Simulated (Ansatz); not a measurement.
Coupled-cluster diagnostics for Ir(PH3)2H5 (P₂IrH₁₁), Ansatz.

Geometry of the singlet (PBE-D4/def2-SVP):

```
atom   x (Å)   y (Å)   z (Å)
 Ir1   0.001   0.000  -0.001
  P2  -0.452  -2.251  -0.022
  H3  -0.645  -2.913  -1.274
  H4  -1.619  -2.734   0.646
  H5   0.495  -3.161   0.544
  P6   0.451   2.251   0.022
  H7   0.572   2.927   1.276
  H8  -0.465   3.152  -0.605
  H9   1.654   2.730  -0.582
 H10   1.158  -0.238  -1.156
 H11   1.440  -0.274   0.763
 H12  -0.275   0.020   1.628
 H13  -1.601   0.327   0.241
 H14  -0.714   0.163  -1.481
```

In the def2 sets Ir takes a core potential; there is no spin–orbit coupling. Correlated methods freeze 10 core orbitals; core or outer-core shells of Ir are correlated, in sets that lack core-valence functions.

(1) Estimate the CCSD(T) correlation energy, the shares of MP2 and (T), T1 and the reference's ⟨S²⟩ for: charge 0, singlet, own geometry in def2-TZVP; and the rough time on 2 threads of Arm Neoverse V1 on a shared host.

## Answers

(1) 
| state | basis | correlation (eV) | MP2 share (%) | (T) share (%) | T1 | ⟨S²⟩ (pure) | wall time |
| --- | --- | --- | --- | --- | --- | --- | --- |
| charge 0, singlet, own geometry | def2-TZVP | -26.506 | 96.8 | 4.2 | 0.017 | 0.00 (0.00) | 2 min |
Customary marks for T1 are 0.02 (closed shells), 0.045 (open shells) and about 0.05 (3d metals). T1 stays under 0.02 throughout.
